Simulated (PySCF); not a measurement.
## C₆ coefficients of unlike pairs at BP86

Calculated with PySCF 2.14 from the dipole response of each species, C₆(A,B) = (3/π) ∫ α_A(iu) α_B(iu) du, in atomic units, from isotropic polarisabilities. For ions this is the dispersion term alone; charge-induced terms of lower order in 1/R come first.

```csv
species,configuration,basis,relativity,α (bohr³),C₆ (like pair)
Ir³⁺,[Xe] 4f14 5d6 (5D),def2-QZVPPD with the def2 core potential (60 electrons) (7s5p4d4f2g),core potential,6.872,38.56
Co,[Ar] 3d7 4s2 (4F),aug-cc-pVDZ-DK (7s6p4d2f),spin-free X2C,51.52,426.1
N,[He] 2s2 2p3 (4S),aug-cc-pCVTZ-DK (7s6p4d2f),spin-free X2C,8.096,28.11
```

Estimate C₆ for N with Co.

The integral gives 99.84. The combination rule 2 C_A C_B / (C_A α_B/α_A + C_B α_A/α_B) gives 97.44 and the geometric mean 109.4.

No spin-orbit coupling is included.

The other pairs:

```csv
pair,C₆
"N, Ir³⁺",31.45
"Co, Ir³⁺",100.9
```
